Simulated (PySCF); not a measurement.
Mo(NH)2(Cl)(NH2) (ClH₄MoN₃), SMILES [NH]=[Mo](=[NH])([NH2])[Cl], multiplicity 1. Heavy atoms are numbered as in [Mo:1](=[NH:2])(=[NH:4])([Cl:6])[NH2:7]. Hydrogens are named by the atom that carries them.

Coordinates come from a r2SCAN-D4/def2-SVP optimisation. The multiplicity is an assumed one; other spin states were not compared. The def2 effective core potentials stand for the cores of Mo; spin–orbit coupling is left out. The values are those of a single conformer.

Level of theory: r2SCAN/def2-TZVP in PySCF.

ESP charges are fitted to the potential on shells at 1.4 to 2.0 van der Waals radii. Atomic charges (e), one atom of each kind:

```
atom      ESP fit  Löwdin  Mulliken
--------  -------  ------  --------
Mo1             ?    0.39      1.65
N2 (NH)     -0.67   -0.34     -0.71
H on N2         ?    0.15      0.24
Cl6         -0.26    0.00     -0.43
N7 (NH2)    -0.87   -0.34     -0.80
H on N7         ?    0.16      0.26
```

Question: What belongs in the gaps? (Estimate from the structure and the level; the computed values follow.)

Answer: 
- Mo1, ESP fit: 0.96
- H on N2, ESP fit: 0.38
- H on N7, ESP fit: 0.38
